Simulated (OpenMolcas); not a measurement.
# OpenMolcas timings: triplet C2H5ClSi

The species is C2H5ClSi (9 atoms), meant as a triplet with charge 0. SMILES of the parent species: `ClC1C[SiH2]1`. The shape is that of a PBE0-D4/def2-TZVP optimisation. That shape belongs to the parent species and isn't relaxed for this state.

```xyz
9

Cl   -0.6102   -0.4166   -2.2543
C    -0.4426    0.3735   -0.6899
C     0.9304    0.3051   -0.0143
Si   -0.4175   -0.5751    0.9039
H    -0.8996    1.3566   -0.7145
H     1.6593   -0.3223   -0.5182
H     1.3457    1.2489    0.3241
H    -0.4528   -2.0481    0.8387
H    -1.0239    0.0318    2.1073
```

Program: OpenMolcas 26.06. Hardware: 1 thread of Intel Xeon 6975P-C (Granite Rapids), shared host, so times are rough. Two-electron integrals are exact unless an approximation is named.

Estimate their order by wall time, quickest first.
A. energy at UHF/def2-SVP
B. energy at UHF/3-21G
C. energy at UB3LYP/6-31G* (Cartesian functions), grid UltraFine

B (2.7 s), A (11 s), C (45 s).
